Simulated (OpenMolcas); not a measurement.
## d5 ions of charge +3 down a group with 4 chloride ligands in tetrahedral coordination

```
Program             : OpenMolcas
Method              : CASSCF
Spin-orbit coupling : RASSI with atomic mean-field integrals over the reference wave functions
```

The d shell is active. Anionic complexes are neutralised by point charges behind the ligands. Distances were set from a Shannon-type radius of the metal (high-spin where two are listed) plus a fixed donor radius (Cl 1.76 Å). Ligand basis ANO-RCC-VDZP, DKH2 Hamiltonian. States (labels of Td). Energies in cm-1 above the lowest state or level, χT in cm3 K/mol; 10Dq and B are least-squares fits to the states below 45000 cm-1, weighted by degeneracy, with a free offset, and given where the rms deviation is under 5 % of |10Dq| (or 100 cm-1) and under 700 cm-1; 10Dq is negative for this site. Spin-only χT is S(S+1) / 2 for the spin of the ground state.

| Ion | Shell | R (Å) | Metal basis | Outer charge (e at Å behind ligand) | Ground state | 10Dq | B (rms of fit) | First gap with spin-orbit (degeneracies) | χT at 300 K | First state of another spin | Spin-only χT |
| --- | --- | --- | --- | --- | --- | --- | --- | --- | --- | --- | --- |
| Fe3+ | 3d5 | 2.25 | ANO-RCC-VTZP | 0.25 at 2.4 | 6A1 | -4182 | 1192 (195) | 30918 (6, 2) | 4.386 | 4T1 30941 | 4.375 |
| Ru3+ | 4d5 | 2.31 | ANO-RCC-VDZP | 0.25 at 2.6 | 6A1 |  |  | 0.6 (2, 4) | 4.360 | 2S+1 = 4: 14707 | 4.375 |

The rows also differ in their metal basis and outer charges, so part of each step comes from that.

Every ion keeps the highest spin of its shell. χT departs most from the spin-only value for Ru3+, by -0.015 cm3 K/mol.

Without dynamic correlation the repulsion within the d shell is too large (B by tens of per cent), so at a given field states of lower spin stand too high. Ligand-to-metal charge-transfer states are missing. With no ligand orbital active B as a rule stays too high, so bands that hang on it stand too high and its fall with covalency is understated. With metal d orbitals alone and no dynamic correlation the field as a rule comes out too small, by tens of per cent, by up to half for chloride and softer ligands (holds for Fe3+). The least metal-like active orbital is 80 % on the metal (Löwdin) and no ligand orbital is active, so the numbers are rough (holds for Ru3+). With metal d orbitals alone the field can be off either way by tens of per cent (holds for Ru3+). No measured value stands beside these numbers; the geometry is a model, was not optimised and need not be the one that this ion takes.

A state without a sure symmetry label is named by its multiplicity alone.
